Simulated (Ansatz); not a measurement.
Total energies of `C[SiH](F)B[SiH3]`.

Cartesian coordinates in Å:
```
C 2.1296 -0.8628 0.5037
Si 1.0035 0.1893 -0.5485
F 0.6314 -0.6537 -1.8715
B -0.6400 0.7474 0.4480
Si -2.5080 0.2950 -0.1195
H 1.6188 -1.7579 0.8650
H 2.4798 -0.2947 1.3692
H 3.0006 -1.1777 -0.0760
H 1.7291 1.4040 -1.0238
H -0.4706 1.4444 1.4090
H -3.5295 0.3997 0.9579
H -2.6130 -1.0484 -0.7497
H -2.8318 1.3155 -1.1638
```

Charge 0, multiplicity 1. Geometry: relaxed with PBE0-D4/def2-TZVP. It is one conformer, not always the lowest. Basis def2-TZVPP, the Gaussian-basis code of Ansatz.

RPA on PBE orbitals: Hartree–Fock energy of these orbitals -744.57479 Eh, correlation -1.35928 Eh (frozen core).

| functional | energy without D4 (Eh) | D4 term (kJ/mol) |
| --- | --- | --- |
| LDA (SPW92) | -743.03567 | – |
| PBE | -746.20019 | -26.1 |
| r2SCAN | -746.57123 | -6.6 |
| B97M-V | -746.54366 | – |
| PBE0 | -746.27931 | -22.3 |
| B3LYP | -746.76858 | -42.0 |
| r2SCAN0 | -746.54828 | -7.8 |
| HSE06 (plane-wave form) | -746.25685 | -20.9 |
| BHLYP | -746.64068 | -33.4 |
| LC-ωPBE | -746.43137 | – |
| ωB97X-V | -746.57229 | – |
| ωB97M-V | -746.59065 | – |
| B2PLYP | -746.34619 | – |
| PBE-QIDH | -746.08903 | – |

(1) Give the same for revPBE, BLYP, r2SCANh, CAM-B3LYP. (An estimate is asked.)

B3LYP takes the VWN-RPA correlation (the form of Gaussian; ORCA's B3LYP/G). HSE06 is the plane-wave form, built on full-range PBE exchange. The double hybrids freeze the cores in their second-order part.

## Answers

(1) Ansatz gave: 
```
functional  energy without D4 (Eh)  D4 term (kJ/mol)
    revPBE              -746.53053             -73.8
      BLYP              -746.64770             -56.2
   r2SCANh              -746.56154              -7.1
 CAM-B3LYP              -746.65807             -22.9
```

LC-ωPBE has ω = 0.4 bohr⁻¹.
